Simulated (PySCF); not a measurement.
A geometry optimisation on `[SiH3]O[SiH2][GeH2][GeH3]`.

Method: PBE0-D3(BJ)/def2-SVP geometry optimisation, gas phase (PySCF 2.14.0). Start geometry: GFN2-xTB. The command runs a driver script over a list of jobs; the input below is this job's line of settings and its coordinates in Å.

Command:
```bash
OMP_NUM_THREADS=1 python probes_run.py task.json out
```

Input:
```
{"job": {"xc": "PBE0", "basis": "def2-SVP", "d3": "d3bj", "grid": 1, "shake": 0.01, "kind": "geom"}, "charge": 0, "multiplicity": 1}
Si    -2.424410     0.632000    -0.245020
O     -1.863730    -0.759510     0.289860
Si    -0.618130    -1.717140     0.614090
Ge     1.353690    -0.833630    -0.399480
Ge     2.111810     1.315470     0.230760
H     -2.732130     1.465870     0.935110
H     -1.413950     1.284480    -1.093470
H     -3.618330     0.287610    -1.010570
H     -0.475130    -1.728460     2.101730
H     -0.980600    -3.027200     0.108460
H      1.235300    -0.824880    -1.903320
H      2.504120    -1.773400    -0.204750
H      3.269970     1.843760    -0.544080
H      1.078270     2.423750     0.128880
H      2.557900     1.393900     1.676160
```

Output:
```
step   0  E = -4812.67484303  max force = 0.027931
step   1  E = -4812.68867807  max force = 0.007308
step   2  E = -4812.68939488  max force = 0.003127
step   3  E = -4812.68972701  max force = 0.000777
step   4  E = -4812.68979929  max force = 0.000946
step   5  E = -4812.68996748  max force = 0.001088
step   6  E = -4812.68998350  max force = 0.000600
step   7  E = -4812.69000398  max force = 0.000421
step   8  E = -4812.69000795  max force = 0.000345
optimisation converged
```

Energies in Eh; «max force» is the largest Cartesian gradient component in Eh/bohr.

**Question.** How much energy does the optimisation release, in kcal/mol?

**Answer.** E(step 0) − E(last step) = 0.015165 Eh, which is 9.5 kcal/mol.

Main results: final energy -4812.69001 Eh after 8 steps; dipole 0.29 D.

**Question.** Where do the atoms end?

**Answer.** 0.264 Å rms from the input after alignment:
```
atom  x, y, z in Å
Si1   -2.3526    0.7095   -0.2971
O2    -1.8135   -0.7065    0.3735
Si3   -0.5280   -1.7207    0.6522
Ge4    1.4037   -0.8988   -0.4822
Ge5    1.9670    1.3152    0.3300
H6    -2.3329    1.7993    0.7221
H7    -1.4747    1.0990   -1.4436
H8    -3.7461    0.5069   -0.7845
H9    -0.2469   -1.7676    2.1190
H10   -0.8871   -3.0944    0.1894
H11    1.1543   -0.8311   -2.0032
H12    2.6024   -1.8423   -0.2493
H13    3.1157    1.9411   -0.4817
H14    0.7363    2.2377    0.2297
H15    2.3885    1.2370    1.8095
```

**Question.** Estimate the wall time. Hardware: one thread, Arm Neoverse N1 (aarch64), on a shared host. And the peak memory of the process?

**Answer.** About 3.9 min, with 0.78 GiB resident at the peak, the Python interpreter and its libraries included.
Labels such as C1 count atoms from 1, the log's own numbers from 0.
